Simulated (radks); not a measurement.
Correlation energies from several functionals, in hartree. Species: Ne [Ne]; Zn [Ar] 3d10 4s2; Zr7+ [Ar] 3d10 4s2 4p3. Method: non-relativistic Kohn-Sham, exchange-only PBE, spin-polarised, spherical densities, point nucleus; computed with a radial shooting solver on a logarithmic mesh with Libxc functionals. Every spin shell is full or empty, so the densities are truly spherical. Functionals are evaluated on that one density, not self-consistently.

functional        Ne       Zn     Zr7+
PW92        -0.73923  -2.6508  -3.2505
VWN5        -0.74279  -2.6631  -3.2657
PZ          -0.73661  -2.6467  -3.2451
Chachiyo    -0.72372  -2.6098  -3.2058
PBEsol      -0.40707  -1.6055  -1.9360
SCAN        -0.34362  -1.4236  -1.6937
r2SCAN      -0.34578  -1.4325  -1.7087
B95         -0.38677  -1.6738  -2.1036
